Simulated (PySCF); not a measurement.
**Simulated absorption spectrum**

Compound: C5H6Cl2O.
InChI=1S/C5H6Cl2O/c1-3-8-4(2)5(6)7/h3,5H,1-2H2

Method: TDDFT CAM-B3LYP/def2-SVPD, vertical, gas phase, core orbitals frozen in the response (PySCF). Isolated species at its PBE0-D3(BJ)/def2-SVP geometry (one conformer only). Torsions of this conformer, `[CH2:1]=[CH:2][O:3][C:4](=[CH2:5])[CH:6]([Cl:7])[Cl:8]`: C1–C2–O3–C4 150°, C2–O3–C4–C5 -26°, O3–C4–C6–Cl7 165°.

Computed states:

| state | E (eV) | f |
| --- | --- | --- |
| S1 | 5.89 | 0.176 |
| S2 | 6.60 | 0.211 |
| S3 | 6.72 | 0.017 |
| S4 | 6.78 | 0.040 |
| S5 | 6.82 | 0.024 |
| S6 | 7.00 | 0.046 |

Broadening: Gaussians 0.4 eV wide at half height, area fixed by f = 4.319×10⁻⁹ ∫ε dν̃. The width is an assumption, not a result. The curve ends short of the highest state used, and states not computed would add to its high-energy end.

(1) Give the broadened spectrum and its maxima.

(2) On this curve, what absorbance would a 10⁻⁵ mol/L sample give at 222 nm over a 1 cm path?

(3) Coming from long wavelengths, where does ε first pass 100 L mol⁻¹ cm⁻¹?

Results:

(1) 
E (eV), ε (L mol⁻¹ cm⁻¹) and a bar:
```
     5.29         25 
     5.32         46 
     5.35         82 
     5.38        141 
     5.41        234 #
     5.44        378 #
     5.48        683 ##
     5.51       1025 ###
     5.54       1492 ####
     5.57       2105 #####
     5.60       2878 #######
     5.64       4161 ##########
     5.67       5291 #############
     5.70       6521 ################
     5.73       7790 ####################
     5.76       9020 #######################
     5.79      10123 ##########################
     5.83      11248 ############################
     5.86      11739 ##############################
     5.89      11875 ##############################
     5.92      11646 #############################
     5.95      11073 ############################
     5.99       9871 #########################
     6.02       8747 ######################
     6.05       7535 ###################
     6.08       6331 ################
     6.11       5221 #############
     6.14       4281 ###########
     6.18       3386 #########
     6.21       3037 ########
     6.24       2994 ########
     6.27       3270 ########
     6.30       3869 ##########
     6.33       4783 ############
     6.37       6447 ################
     6.40       7970 ####################
```

Maxima: 211 nm (5.89 eV), ε about 12000, made up of S1 (100%) (ε in L mol⁻¹ cm⁻¹; maxima over ε = 5, shares over 10%). At its high-energy end, 6.40 eV, the curve is still rising (ε about 8000, from S2).

(2) 222 nm is 5.585 eV, where ε is about 2500 L mol⁻¹ cm⁻¹, so A = ε c l ≈ 0.025 (Beer–Lambert, with the gas-phase spectrum and the assumed width).

(3) At about 231 nm (5.36 eV), 0.52 eV below S1.

Time: 55 s wall. Hardware: an Arm Neoverse V2 with one thread, no GPU (shared host).
